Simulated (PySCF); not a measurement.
SMILES COC(=O)[SiH2][GeH3] (C₂H₈GeO₂Si), GFN2-xTB optimised geometry.

```
14

C      1.19    -2.52     0.00
O      0.53    -1.26     0.00
C     -0.81    -1.26     0.00
O     -1.47    -2.27     0.00
Si    -1.40     0.56     0.00
Ge     0.67     1.63     0.04
H      1.00    -3.04     0.94
H      2.25    -2.31    -0.12
H      0.83    -3.13    -0.83
H     -2.20     0.77    -1.20
H     -2.25     0.76     1.17
H      0.60     3.13     0.08
H      1.53     1.30     1.22
H      1.54     1.36    -1.14
```

Density from B3LYP/def2-TZVP run with PySCF 2.14.0 at that geometry.

Minimum of the electron density along straight lines between bonded atoms, close to the bond critical point (lines longer than 1.1 times the sum of covalent radii, or with two minima, are not listed):

```json
[
 {"bond": "C1–O2", "length / Å": "1.421", "ρ at the minimum / e bohr⁻³": "0.250", "∇²ρ there / e bohr⁻⁵": "-0.48", "position (fraction from the first atom)": "0.35"},
 {"bond": "O2–C3", "length / Å": "1.344", "ρ at the minimum / e bohr⁻³": "0.306", "∇²ρ there / e bohr⁻⁵": "-0.61", "position (fraction from the first atom)": "0.66"},
 {"bond": "C3–O4", "length / Å": "1.203", "ρ at the minimum / e bohr⁻³": "0.431", "∇²ρ there / e bohr⁻⁵": "-0.17", "position (fraction from the first atom)": "0.34"},
 {"bond": "C3–Si5", "length / Å": "1.916", "ρ at the minimum / e bohr⁻³": "0.115", "∇²ρ there / e bohr⁻⁵": "0.17", "position (fraction from the first atom)": "0.62"},
 {"bond": "Si5–Ge6", "length / Å": "2.328", "ρ at the minimum / e bohr⁻³": "0.097", "∇²ρ there / e bohr⁻⁵": "-0.17", "position (fraction from the first atom)": "0.46"},
 {"bond": "C1–H7", "length / Å": "1.092", "ρ at the minimum / e bohr⁻³": "0.286", "∇²ρ there / e bohr⁻⁵": "-1.02", "position (fraction from the first atom)": "0.65"},
 {"bond": "C1–H8", "length / Å": "1.087", "ρ at the minimum / e bohr⁻³": "0.290", "∇²ρ there / e bohr⁻⁵": "-1.04", "position (fraction from the first atom)": "0.65"},
 {"bond": "C1–H9", "length / Å": "1.092", "ρ at the minimum / e bohr⁻³": "0.287", "∇²ρ there / e bohr⁻⁵": "-1.02", "position (fraction from the first atom)": "0.65"},
 {"bond": "Si5–H10", "length / Å": "1.464", "ρ at the minimum / e bohr⁻³": "0.125", "∇²ρ there / e bohr⁻⁵": "0.18", "position (fraction from the first atom)": "0.49"},
 {"bond": "Si5–H11", "length / Å": "1.464", "ρ at the minimum / e bohr⁻³": "0.125", "∇²ρ there / e bohr⁻⁵": "0.18", "position (fraction from the first atom)": "0.49"},
 {"bond": "Ge6–H12", "length / Å": "1.504", "ρ at the minimum / e bohr⁻³": "0.139", "∇²ρ there / e bohr⁻⁵": "0.10", "position (fraction from the first atom)": "0.60"},
 {"bond": "Ge6–H13", "length / Å": "1.497", "ρ at the minimum / e bohr⁻³": "0.141", "∇²ρ there / e bohr⁻⁵": "0.10", "position (fraction from the first atom)": "0.60"},
 {"bond": "Ge6–H14", "length / Å": "1.497", "ρ at the minimum / e bohr⁻³": "0.141", "∇²ρ there / e bohr⁻⁵": "0.10", "position (fraction from the first atom)": "0.60"}
]
```
